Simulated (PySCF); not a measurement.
**Ba⁴⁶⁺ (barium, charge +46): Hartree-Fock from Schrödinger to Dirac-Coulomb-Breit**

Occupied: 1s1/2, 2s1/2, 2p1/2, 2p3/2. Hartree-Fock calculated with PySCF 2.14 in an even-tempered Gaussian basis (19 s from 8.1 bohr⁻², ratio 2.3; 15 p from 9.7 bohr⁻², ratio 2.3), Gaussian nucleus throughout. NR is non-relativistic, sf-X2C the spin-free one-electron X2C Hamiltonian, X2C adds the bare one-electron spin-orbit term, X2C-SNSO screens it by Boettger's factors, DC is four-component Dirac-Coulomb, and the Gaunt and Breit terms are added at first order (total energies over the DC spinors, levels after relaxing the spinors in that mean field). QED terms are absent. Levels marked empty are virtual spinors of this ion.

```csv
Hamiltonian,E (hartree),E − E(DC) (hartree),CPU seconds
NR,-5796.2845,225.1371,0.45
sf-X2C,-6016.9222,4.4993,0.27
X2C,-6019.6386,1.7829,0.35
X2C-SNSO,-6019.4404,1.9812,0.35
DC,-6021.4215,0.0000,15
DC+Gaunt,-6015.6896,5.7320,26
DC+Breit,-6016.1910,5.2305,75
```

| level (eV) | NR | sf-X2C | X2C | X2C-SNSO | DC | DC+Gaunt | DC+Breit |
| --- | --- | --- | --- | --- | --- | --- | --- |
| 1s1/2 | -39142.4 | -40854.4 | -40850.7 | -40851.0 | -40886.3 | -40791.4 | -40797.6 |
| 2s1/2 | -8578.7 | -9056.0 | -9055.1 | -9055.1 | -9059.6 | -9049.9 | -9050.5 |
| 2p1/2 | -8294.8 | -8458.6 | -8747.5 | -8736.1 | -8738.5 | -8721.3 | -8723.2 |
| 2p3/2 | -8294.8 | -8458.6 | -8331.5 | -8335.9 | -8339.1 | -8327.1 | -8328.9 |
| 3s1/2 (empty) | -3496.0 | -3643.0 | -3642.8 | -3642.8 | -3643.9 | -3641.3 | -3641.6 |
| 3p1/2 (empty) | -3401.3 | -3466.1 | -3540.4 | -3537.5 | -3538.1 | -3533.8 | -3534.4 |
| 3p3/2 (empty) | -3401.3 | -3466.1 | -3433.2 | -3434.4 | -3435.0 | -3432.0 | -3432.7 |

| interval (eV) | X2C | X2C-SNSO | DC | DC+Gaunt | DC+Breit |
| --- | --- | --- | --- | --- | --- |
| 2p3/2 − 2p1/2 | 416.0 | 400.2 | 399.4 | 394.2 | 394.2 |
| 3p3/2 − 3p1/2 | 107.2 | 103.2 | 103.1 | 101.7 | 101.7 |

Weight of the small component: 1s1/2 0.0429, 2s1/2 0.00962, 2p1/2 0.00955, 2p3/2 0.00906, 3s1/2 0.00370, 3p1/2 0.00366, 3p3/2 0.00354.

Koopmans' value for the highest occupied level at DC+Breit: 8328.9 eV, against an ionisation energy of 8326 ± 4 eV (theoretical estimate listed by NIST; NIST Atomic Spectra Database, ionization energies); the former lacks relaxation, correlation, QED and recoil.

The whole ladder took 120 s of wall time on 1 thread of Neoverse-V1 (shared host), launched as `OMP_NUM_THREADS=1 python relrun2.py TASK.json OUT` (a driver that calls PySCF for each Hamiltonian).
